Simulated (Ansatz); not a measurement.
Total energies of cyclo-(Cl2SnO)3 (Sn₃Cl₆O₃) from Ansatz at PBE0-D4/def2-SVP, gas phase (1 Eh = 27.2114 eV = 2625.5 kJ/mol). The reference geometry is relaxed at PBE-D4/def2-SVP.

```json
{"state": "charge 0 singlet", "geometry": "reference", "energy (Eh)": "-3627.97503"}
{"state": "charge 1 doublet", "geometry": "reference", "energy (Eh)": "-3627.56982"}
{"state": "free Sn atom (triplet)", "geometry": "–", "energy (Eh)": "-214.25429"}
{"state": "free Cl atom (doublet)", "geometry": "–", "energy (Eh)": "-459.83853"}
{"state": "free O atom (triplet)", "geometry": "–", "energy (Eh)": "-74.92490"}
```

In the def2 sets Sn takes a core potential; there is no spin–orbit coupling.

(1) Work out the vertical ionisation energy to the doublet.

(2) What is the binding energy per atom against free atoms?

(1) E(charge 1 doublet) − E(charge 0 singlet) = -3627.56982 − (-3627.97503) = 0.40521 Eh = 11.03 eV. For comparison, −ε of the highest occupied level is 9.62 eV at this level, 1.41 eV less.

(2) Atoms: 3 × (-214.25429) + 6 × (-459.83853) + 3 × (-74.92490) = -3626.56875 Eh. Binding: -3626.56875 − (-3627.97503) = 1.40628 Eh = 38.27 eV, or 3.19 eV for each of 12 atoms (no zero-point energy, no counterpoise term).
